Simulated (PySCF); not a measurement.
Compound: C₅H₃FOS.
SMILES: `O=C(F)c1cccs1`

Jobs on this species (11 atoms, 66 electrons) with PySCF (density fitting). Hardware of each: one thread, Arm Neoverse V1 (aarch64), on a shared host. Other jobs ran on the host; a repeat could differ by tens of per cent or more. Peak memory is the resident size of the whole Python process, interpreter and libraries included.

| level and settings | work | basis functions | SCF cycles | wall time | peak memory |
| --- | --- | --- | --- | --- | --- |
| wB97X-D/pcSseg-2, IEF-PCM chloroform | shieldings, ring-centre shieldings | 337 | ? | ? | ? |
| WP04/pcSseg-2, IEF-PCM chloroform | shieldings, ring-centre shieldings | 337 | ? | ? | ? |
| KT3/pcSseg-2 | shieldings, ring-centre shieldings | 337 | 18 | 84 s | 1.2 GiB |
| PBE0-D3(BJ)/def2-TZVP, grid level 2 | geometry optimisation from a GFN2-xTB start shaken at random | 272 | 86 | 6.8 min | 1.5 GiB |
| B97-2/pcSseg-2 | shieldings, ring-centre shieldings | 337 | 16 | 67 s | 1.4 GiB |
| PBE0/pcSseg-2 | shieldings, ring-centre shieldings, charges and field gradients | 337 | 16 | 72 s | 1.4 GiB |
| wB97X-D/pcSseg-2 | shieldings, ring-centre shieldings | 337 | 15 | 1.8 min | 1.5 GiB |

Task: Fill in the missing figures.

Result: 
- wB97X-D/pcSseg-2, IEF-PCM chloroform; shieldings, ring-centre shieldings: 89 s, 1.6 GiB, 15 SCF cycles
- WP04/pcSseg-2, IEF-PCM chloroform; shieldings, ring-centre shieldings: 80 s, 1.4 GiB, 16 SCF cycles

Task: What do all jobs in the table cost together?

Result: About 15 min; the longest takes about 45 % of that, and about 6.1 times as long as the shortest.
